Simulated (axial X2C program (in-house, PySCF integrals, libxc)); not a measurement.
# What spin–orbit coupling does to YSe⁻

All values were computed with an axial X2C code built on PySCF integrals. Spin-free means the one-electron spin-free X2C Hamiltonian; two-component (2c) means X2C with spin–orbit coupling and atomic mean-field two-electron Coulomb and Gaunt terms, so the difference of the two also holds small scalar two-electron terms. Basis: Y dyall-acv3z [12s13p10d6f3g], Se dyall-acv3z [9s10p7d5f1g] (cores contracted in-house); Gaussian nuclei, density fitting, unrestricted open shells. Masses: Y 88.906 u, Se 79.917 u.

Spin-free state: M_S = 0, Λ = 0 (closed shell); fragments Y + Se-.

```json
{"level": "PBE0", "Re (Å)": "2.459", "ωe (cm⁻¹)": "313.3", "De (eV)": "4.481", "μ (D)": "-0.25"}
{"level": "HF", "Re (Å)": "2.515", "ωe (cm⁻¹)": "306.6", "De (eV)": "3.197", "μ (D)": "-0.80"}
{"level": "MP2", "Re (Å)": "2.512", "ωe (cm⁻¹)": "301.6", "De (eV)": "4.601", "μ (D)": "n/a"}
{"level": "CCSD", "Re (Å)": "2.520", "ωe (cm⁻¹)": "300.5", "De (eV)": "4.384", "μ (D)": "n/a"}
{"level": "CCSD(T)", "Re (Å)": "2.525", "ωe (cm⁻¹)": "296.6", "De (eV)": "4.553", "μ (D)": "n/a"}
{"level": "TPSSh", "Re (Å)": "2.467", "ωe (cm⁻¹)": "309.1", "De (eV)": "4.546", "μ (D)": "0.07"}
```

Correlated methods: 10 electrons correlated (number of frozen shells: Y 4 s, 3 p, 1 d; Se 3 s, 2 p, 1 d), 374 virtual spin orbitals or spinors in MP2, 88 natural virtuals in coupled cluster.

Dipoles are positive if Se is the positive end and refer to the centre of mass.

Two-component determinant lowest at the distance of the search:

Ω = 0 (closed shell); fragments Y + Se-.

| level | Re (Å) | ωe (cm⁻¹) | μ (D) |
| --- | --- | --- | --- |
| PBE0 | 2.459 | 313.1 | -0.24 |
| HF | 2.514 | 306.4 | -0.79 |
| MP2 | 2.512 | 301.4 | n/a |
| CCSD | 2.520 | 300.3 | n/a |
| CCSD(T) | 2.525 | 296.4 | n/a |
| TPSSh | 2.467 | 308.9 | 0.08 |

Question: From the two tables, how do the constants change at the CCSD(T) level (2c against spin-free)?

Answer: At the CCSD(T) level Re is unchanged within 0.001 Å and ωe doesn't move by more than 0.2 cm⁻¹.

Occupations by symmetry block were frozen at the best pattern of an incomplete PBE0 search. Closed shells are restricted here (equal orbitals for both partners); the stretched side of such a curve lies too high. De is counted from the lowest determinant-based energies of the atoms at the same level, without counterpoise correction. De is not given where an atomic determinant may have missed its ground term or J level, or where the truncated virtual space spoils (T). Coupled cluster ran in a truncated set of natural virtual spinors; the MP2 energy of the rest was added. (T) has no such correction and the atoms are truncated less, which lowers De at CCSD(T) by a hundredth of an eV or more. Without a current term, density functionals place determinants with orbital angular momentum somewhat too high. The outer-core s and p shells of the metal are frozen in the correlated rows, which leaves out core–valence correlation; for alkali and alkaline-earth bonds that tends to lengthen them. The highest occupied level of some functionals is positive through self-interaction error; at Hartree–Fock it is bound. With the outer-core shells frozen, correlated bond lengths of heavy atoms tend to come out a few hundredths of an ångström too long. Hartree–Fock gets electron affinities wrong, so its lowest charge split need not be the true one.
